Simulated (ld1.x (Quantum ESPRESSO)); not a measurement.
## Before and after: ultrasoft potential for Hg

| Quantity | Value |
| --- | --- |
| Element | Hg |
| Generator | ld1.x (Quantum ESPRESSO) 7.5 |
| Type | ultrasoft |
| Functional | LDA (PZ) |
| Relativity | scalar-relativistic |
| Frozen core | [Xe] 4f14 |
| Valence charge | 12 |
| Reference configuration | 5d10 6s1.5 6p0.5 |
| Partial waves | 6s (bound): rcut 1.65, rcutus 2.30 bohr; 6s channel at 0.65 Ry: rcut 1.65, rcutus 2.30 bohr; 6p (bound): rcut 2.15, rcutus 2.90 bohr; 6p channel at 0.25 Ry: rcut 2.15, rcutus 2.90 bohr; 5d (bound): rcut 1.45, rcutus 1.85 bohr; 5d channel at 1.25 Ry: rcut 1.45, rcutus 1.85 bohr |
| Local potential | all-electron potential smoothed inside 1.90 bohr (lloc = -1) |
| Core correction | a·sin(br)/r model core, default radius (core density twice the valence density) |
| Augmentation charge | built from norm-conserving waves at rcut, not smoothed further |

Change: local potential all-electron potential smoothed inside 1.86 bohr (lloc = -1).

Cutoffs: the cutoffs (Ry, on a coarse ladder) from which the occupation-weighted sum of valence levels, in a spherical-Bessel basis at the reference potential, stays within 10 and 1 mRy of its value at 400 Ry; they do not see the model core or the augmentation charge, which bear on the density cutoff. Errors are all-electron minus pseudo energies relative to the spin-unpolarised reference configuration.

Question: How do hardness, ghosts and transferability respond?

Answer: The potential gets neither clearly harder nor softer (35 Ry and 55 Ry → 35 Ry and 55 Ry); a bound ghost appears in s, which as a rule spoils a file; of the 9 tests that both files solve, the error grows in 3 and shrinks in 0 by more than 15 % and 0.3 meV (median size 5.1 → 6.0 meV). A state that the projectors do not describe sees the local part alone, so a deeper or shallower local part can create or remove a ghost. That the errors move this way runs against the usual rule that smaller radii transfer better.

| quantity | base | changed |
| --- | --- | --- |
| cutoff, loose | 35 Ry | 35 Ry |
| cutoff, tight | 55 Ry | 55 Ry |
| bound ghosts | none | s |
| error for 5d10 6s2 6p0, meV [ΔE -3.02 eV] | +0.8 | +0.7 |
| error for 5d10 6s1 6p0, meV [ΔE 8.03 eV] | -4.5 | -5.3 |
| error for 5d10 6s0 6p0, meV [ΔE 27.42 eV] | -23 | -23 |
| error for 5d10 6s1.5 6p0, meV [ΔE 1.51 eV] | -1.0 | -1.1 |
| error for 5d8 6s0 6p0, meV [ΔE 113.27 eV] | -293 | -293 |
| error for 5d9 6s2 6p0, meV [ΔE 12.71 eV] | -14 | -35 |
| error for 5d9 6s0 6p0, meV [ΔE 63.24 eV] | -71 | -71 |
| error for 5d10 6s1.5 6p0.5 (spin-polarised), meV [ΔE -0.11 eV] | +0.2 | +0.2 |
| error for 5d10 6s1 6p0 (spin-polarised), meV [ΔE 7.87 eV] | -5.1 | -6.0 |
| s: phases at 3.16 bohr within 0.05 rad from the reference energy up to (Ry; the scan ends near 5) | to the end of the scan | to the end of the scan |
| p: phases at 3.16 bohr within 0.05 rad from the reference energy up to (Ry; the scan ends near 5) | 2.7 | 2.4 |
| d: phases at 3.16 bohr within 0.05 rad from the reference energy up to (Ry; the scan ends near 5) | to the end of the scan | to the end of the scan |
| lowest overlap eigenvalue by channel | s 0.35, p 0.41, d 0.44 | s 0.34, p 0.40, d 0.45 |

 A true bound ghost makes a file unfit for plane-wave use even where its test errors are small: the radial tests pick states by their node count and pass the ghost by.
